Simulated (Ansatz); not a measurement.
Consider the ligand exchange at a Ge–C bond: `C[CH2][Ge][OH]` + `O[SiH3]` → `[OH][Ge][O][SiH3]` + `CC`.

Isolated molecules relaxed with PBE0-D4/def2-TZVP in Ansatz; ΔE leaves out vibrations. CCSD(T)/CBS is the MP2 limit (def2-TZVPP, def2-QZVPP) plus CCSD(T) − MP2 in def2-TZVPP, frozen cores. This one scheme is used for every species. Functionals use def2-TZVPP. HSE06 is defined as in plane-wave codes. For Ge outer-core shells are correlated without core-valence functions, which leaves a few kJ/mol of doubt a bond. Scalar relativity is left out up to krypton. One conformer a species, not always the lowest.

CCSD(T)/CBS gives -1.40 eV.

Another level gave -1.45 eV. Which?
A. CAM-B3LYP/def2-TZVPP
B. r2SCAN0-D4/def2-TZVPP
C. HSE06-D4/def2-TZVPP
D. LDA (SPW92)/def2-TZVPP

B. r2SCAN0-D4 -1.45, CAM-B3LYP -1.53, HSE06-D4 -1.38, LDA (SPW92) -1.33 eV.

Largest T1 diagnostic among the species: 0.015.

In def2-TZVPP, CCSD(T) changes the Hartree–Fock value by +0.19 eV (the triples alone add +0.01 eV) and MP2 by +0.16 eV. At CCSD(T), def2-SVP lies −0.15 eV from the extrapolated value and def2-TZVPP −0.03 eV.
